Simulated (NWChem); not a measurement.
Species: C$_{2}$H$_{4}$BBr; SMILES C=CBBr

```xyz
8

B     -1.0384    -0.5197    -0.0009
H     -2.2201    -0.2861    -0.0032
Br     0.1017     1.0194     0.0001
C     -0.4690    -1.9541     0.0010
C      0.8410    -2.2549    -0.0005
H     -1.1852    -2.7855     0.0030
H      1.2048    -3.2880     0.0003
H      1.6007    -1.4651    -0.0027
```
Atoms are numbered in this order, from 1.

Results from NWChem. All runs use the structure optimised with PBE0/def2-SVP.

For level PBE/def2-SVP:

| Property | Value |
|---|---|
| highest occupied level (eV) | -6.63 |

**Question.** What are these values for level HCTH/407/def2-SVP?

**Answer.** highest occupied level (eV): -6.77
